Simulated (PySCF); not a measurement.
# A series of derivatives of C=CC(=O)OC

Parent skeleton `[CH2:1]=[CH:2][C:3](=[O:4])[O:5][CH3:6]`; one hydrogen on atom 1 is replaced by X. Hydrogens on one atom are averaged.

PySCF 2.14 calculation with coordinates at the GFN2-xTB level and NMR shieldings at PBE0/pcSseg-1/GIAO; relativity neglected, no solvent, single conformer, one averaged value for each set of equivalent atoms.

Scale: $^{13}$C, $^{1}$H vs TMS; $^{17}$O vs H2O (reference shieldings calculated alike).

Parent (X = H): C1 140.6, C2 136.2, C3 173.2, O4 410.2, O5 194.7, C6 53.7, H(C1) 6.60, H(C2) 6.30, H(C6) 3.92 ppm. Effects are Δδ = δ(X) − δ(H), positive for deshielding.

Four derivatives gave (Δδ, ppm):
```
compound     C1     C2    C3     O4     O5    C6  H(C1)  H(C2)  H(C6)
       1  +10.4   -6.7  +1.1  +11.1  +12.2  +0.1  -0.01  -0.11  +0.06
       2  +12.3  -28.2  -2.7  +24.5   +1.0  -0.5  +1.45  -0.80  -0.05
       3   +1.8   +0.4  -1.6   +9.6   +4.9  +1.0  +0.50  +0.32  +0.12
       4   -7.9   +3.4  -1.4  +20.6   +5.0  -0.2  -0.22  +0.15  -0.01
```

Question: Their substituents are CF3, CH2CN, OCOCH3, ethynyl. Which is which?

Answer: 1: X = CH2CN (COC(=O)/C=C\CC#N); 2: X = OCOCH3 (COC(=O)/C=C\OC(C)=O); 3: X = CF3 (COC(=O)/C=C/C(F)(F)F); 4: X = ethynyl (C#C/C=C\C(=O)OC).

Unscaled 17O shifts of doubly bonded oxygen tend to come out too high, by tens of ppm or more. Experimental scales use liquid or dissolved standards, which lie at an offset from isolated H2O (liquid H2O: subtract about 36 ppm).
